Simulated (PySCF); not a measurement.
**Spinor energies of Cl⁵⁺ (chlorine, charge +5)**

Start: [Ne] 3s2. Calculated with PySCF 2.14 in x2c-TZVPPall-2c with one added diffuse shell each of s, p, d type (6s7p4d1f, 54 functions): generalised Hartree-Fock with the X2C-1e Hamiltonian and a Gaussian nucleus; spin-orbit coupling (SO) screened by Boettger's factors.

```json
{"spinor shell": "1s1/2", "electrons": "2", "ε, screened SO (eV)": "-2953.2", "weight of nominal j (screened SO)": "1.000", "rms radius, screened SO (bohr)": "0.105"}
{"spinor shell": "2s1/2", "electrons": "2", "ε, screened SO (eV)": "-375.06", "weight of nominal j (screened SO)": "1.000", "rms radius, screened SO (bohr)": "0.475"}
{"spinor shell": "2p1/2", "electrons": "2", "ε, screened SO (eV)": "-305.38", "weight of nominal j (screened SO)": "1.000", "rms radius, screened SO (bohr)": "0.446"}
{"spinor shell": "3s1/2", "electrons": "2", "ε, screened SO (eV)": "-95.162", "weight of nominal j (screened SO)": "1.000", "rms radius, screened SO (bohr)": "1.42"}
```

Task: Where does 2p3/2 lie, and what is the 2p spin-orbit splitting (screened SO)?

Result: At -303.57 eV, 1.807 eV above 2p1/2.

```tsv
quantity	screened SO
E (hartree)	-453.80765
M_J	0
⟨J²⟩	0.000
⟨L²⟩	0.000
⟨S²⟩	0.000
```
